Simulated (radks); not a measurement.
The potassium ion K+ inside a hard spherical wall (all orbitals vanish at R), configuration held at [Ar] and not refilled when levels cross. Method: scalar-relativistic Kohn-Sham, LDA (Slater exchange, VWN5 correlation), spin-polarised, spherical densities, finite nucleus; Fermi nuclear charge, rms radius 3.4349 fm; computed with a radial shooting solver on a logarithmic mesh with Libxc functionals. Eigenvalues in eV for spin up, with the zero of energy where the potential of the charges vanishes at infinity; a dash marks a level that is unbound or too diffuse for the functional's potential to be trusted. A positive occupied level is held by the wall or, in an anion where self-interaction has pushed it up, behind a barrier. The pressure on the wall is -dE/dV.

\begin{tabular}{lrrrrrrrrr}
R (bohr) & E (hartree) & kinetic (hartree) & e(2s) & e(2p) & e(3s) & e(3p) & e(4s, empty) & e(3d, empty) & pressure (GPa) \\ \hline
free & -600.40276 & 603.600 & -358.48 & -286.25 & -41.366 & -24.978 & -6.122 & -3.893 & 0 \\
20 & -600.40276 & 603.600 & -358.48 & -286.25 & -41.366 & -24.978 & -6.122 & -3.893 & < 0.0001 \\
12 & -600.40276 & 603.600 & -358.48 & -286.25 & -41.366 & -24.978 & -6.119 & -3.888 & < 0.0001 \\
8 & -600.40276 & 603.600 & -358.48 & -286.25 & -41.365 & -24.978 & -5.922 & -3.793 & 0.000154 \\
7 & -600.40274 & 603.600 & -358.48 & -286.24 & -41.364 & -24.976 & -5.604 & -3.679 & 0.00249 \\
6 & -600.40251 & 603.603 & -358.46 & -286.23 & -41.353 & -24.965 & -4.783 & -3.425 & 0.0408 \\
5 & -600.39980 & 603.632 & -358.33 & -286.10 & -41.260 & -24.868 & -2.556 & -2.805 & 0.675 \\
4 & -600.36963 & 603.882 & -357.41 & -285.17 & -40.621 & -24.176 & 4.129 & -0.984 & 11.6 \\
2.5 & -599.16554 & 609.983 & -342.50 & -269.94 & -29.849 & -11.960 & 61.448 & 15.672 & 1140 \\
1.5 & -583.54747 & 659.025 & -275.64 & -200.33 & 50.304 & 72.688 & 350.77 & 96.435 & 50100 \\
\end{tabular}
